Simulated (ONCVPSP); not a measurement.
Configuration tests for carbon (ONCV)

C, optimised norm-conserving Vanderbilt (ONCV), made with ONCVPSP 4.0.1 (PBE, scalar-relativistic). Core [He], reference 2s2 2p2. Waves: 2s: rc 0.95 bohr, ncon 4, nbas 8, qcut 8 1/bohr, local; 2p: rc 2.00 bohr, ncon 4, nbas 9, qcut 5.7 1/bohr, 2 projectors, debl 2.4 Ha. Local part: the s channel. Core correction: none.

Energies are relative to the spin-unpolarised reference configuration 2s2 2p2; without spin polarisation the order of configurations can differ from experiment.

| valence configuration | charge | ΔE all-electron (eV) | error AE − PS (meV) |
| --- | --- | --- | --- |
| 2s2 2p1 | +1 | 10.861 | +41 |
| 2s2 2p0 | +2 | 35.017 | +370 |
| 2s2 2p1.5 | +0.5 | 3.963 | +6.0 |

(1) What are ΔE and the potential's error for 2s1 2p0?

Levels in the configuration 2s2 2p0:

```csv
level,all-electron (eV),pseudo (eV)
2s,-40.379,-40.056
```

## Answers

(1) ΔE = 83.211 eV all-electron; the error (AE − PS) is +789 meV.
